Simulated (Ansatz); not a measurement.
Abridged output of a molecular run in Ansatz:

```
Functional definition: HF
1038 factors; integrals over basis functions are off by at most 1.3e-3 eV
mean field evaluation 1: about -38860.4654 eV, gradient 4.6e1 eV
mean field evaluation 2: about -38860.4777 eV, gradient 4.6e1 eV
mean field evaluation 4: about -38865.9730 eV, gradient 5.9e0 eV
mean field evaluation 8: about -38866.0758 eV, gradient 1.3e-1 eV
mean field evaluation 16: about -38866.0422 eV, gradient 2.3e0 eV
mean field -38866.07604745 eV, -1428.3019503712 hartree, gradient 1.5e-6 eV, S^2 0.000000; 0 other end points of the search recorded, 0 dependent functions left out
16 core orbitals not correlated: weight in the atoms' cores, before any rotation towards them, 1.000 or more for the frozen orbitals, at most 0.000 for the correlated occupied ones
reference -38866.07604745 eV, -1428.3019503712 hartree; 20, 20 occupied and 74, 74 virtual orbitals, 1038 factors
second order -23.62026822 eV of doubles, -0.00000000 eV of singles
cycle   1  -22.82539286 eV  change    7.9e-1 eV  update   2.2e-1
cycle   2  -23.65981307 eV  change   -8.3e-1 eV  update   1.2e-1
cycle   3  -23.88935800 eV  change   -2.3e-1 eV  update   3.5e-2
cycle   4  -23.89103448 eV  change   -1.7e-3 eV  update   1.3e-2
cycle   5  -23.88134482 eV  change    9.7e-3 eV  update   4.6e-3
cycle   6  -23.88224347 eV  change   -9.0e-4 eV  update   2.0e-3
cycle   7  -23.88175950 eV  change    4.8e-4 eV  update   7.9e-4
cycle   8  -23.88192378 eV  change   -1.6e-4 eV  update   2.8e-4
cycle   9  -23.88213065 eV  change   -2.1e-4 eV  update   1.1e-4
cycle  10  -23.88207541 eV  change    5.5e-5 eV  update   4.7e-5
cycle  11  -23.88204093 eV  change    3.4e-5 eV  update   2.1e-5
perturbative correction -1.04066586 eV, -0.0382437650 hartree
Total energy: -38890.99875424 eV, -1429.2178429525 hartree
```

Its atoms:

Cartesian coordinates in Å:
```
N 0.3010 -0.3903 1.1409
Ta -0.1777 0.2046 -0.6449
S -1.3013 -1.4217 -1.4816
Cl -1.4550 2.1032 -0.5005
Cl 1.7293 0.5999 -1.8549
H 0.0617 -1.2756 1.5615
H 0.8419 0.1799 1.7795
```

(1) Which basis set was used?
A. def2-TZVPPD
B. def2-SVP
C. def2-SVPD
D. def2-QZVPP

(2) Write the keys of the input that set method, charge and spin (a neutral closed shell needs none for the last two).

Answers

(1) B. It gives 110 functions.

(2) 
```yaml
correlation: {method: ccsd_t}
```
